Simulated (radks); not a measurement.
Question: Method: Dirac Kohn-Sham, PBEsol, spin-unpolarised, spherical densities, finite nucleus; open shells fill j = l - 1/2 first; Fermi nuclear charge, rms radius of each element as measured or else 0.836 A^(1/3) + 0.57 fm; computed with a radial shooting solver on a logarithmic mesh with Libxc functionals. Each species is in its NIST ground configuration. Rank Cr, Ti, V, Cu, Fe, Mn, Zn, Co, Sc, Ni by radius at which the density is 0.001 e/bohr^3 (bohr), largest first.

Answer: Sc 4.97, Ti 4.84, V 4.73, Mn 4.54, Cr 4.49, Fe 4.45, Co 4.37, Ni 4.30, Zn 4.18, Cu 4.09.
